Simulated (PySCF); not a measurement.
Computed IR spectrum (relative IR intensity) of a molecule C₃H₉FSi. The structure is a stationary point at B3LYP-D3(BJ)/def2-SVP. The values are those of a single conformer. Level of theory: B3LYP-D3(BJ)/def2-SVP (PySCF). Frequencies are harmonic and unscaled.

Lines under 2 % of the strongest are left out, and lines within 2 cm⁻¹ are merged.

ν (cm⁻¹): 271 (w), 766 (m), 865 (vs), 924 (s), 1275 (m), 1281 (w), 1446 (vw), 3117 (w), 3123 (w) (against the strongest line: vs over 80 %, s over 45 %, m over 15 %, w over 4 %, vw less)

Pick the molecule that these values belong to.
A) CC[C@H](F)[SiH3]
B) C[SiH](C)CF
C) C[Si](C)(C)F
D) CC[SiH2]CF

C, C[Si](C)(C)F
